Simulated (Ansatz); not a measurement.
The cluster AlSi4⁺. Charge 1, multiplicity 1. Geometry PBE-D4/def2-SVP; atoms count from 1.

```xyz
5

Al   -0.572   -1.191    1.255
Si    0.167    0.938    2.172
Si    0.808    0.589   -0.051
Si   -1.089   -0.520   -1.021
Si    0.686    0.184   -2.355
```

The restricted singlet is unstable towards broken spin symmetry at other levels; at PBE0-D4/def2-TZVP this wasn't settled. The geometry of the singlet was relaxed on an unsound state (restricted singlet, unstable towards broken spin symmetry at other levels and untested here). Another isomer (singlet) lies 0.53 eV lower at PBE0-D4/def2-TZVP; other spin states weren't run for this one.

(1) Estimate the Mulliken populations from the PBE0/def2-TZVP orbitals of Ansatz.

(2) And the Mayer bond orders between bonded heavy atoms (over 0.3)?

Results:

(1) 
| atom | charge (e) |
| --- | --- |
| Al1 | 0.43 |
| Si2 | 0.20 |
| Si3 | 0.06 |
| Si4 | 0.07 |
| Si5 | 0.24 |
Mulliken values and Mayer orders depend strongly on the basis.

(2) Al1–Si2 0.98 (2.43 Å); Al1–Si3 0.57 (2.60 Å); Al1–Si4 0.89 (2.43 Å); Si2–Si3 1.07 (2.34 Å); Si3–Si4 0.96 (2.40 Å); Si3–Si5 1.03 (2.34 Å); Si4–Si5 1.07 (2.33 Å). Values over 0.3 also appear between atoms too far apart for a bond (Si2–Si4 0.33 at 3.73 Å); they arise where an orbital or an unpaired electron spreads over both atoms.
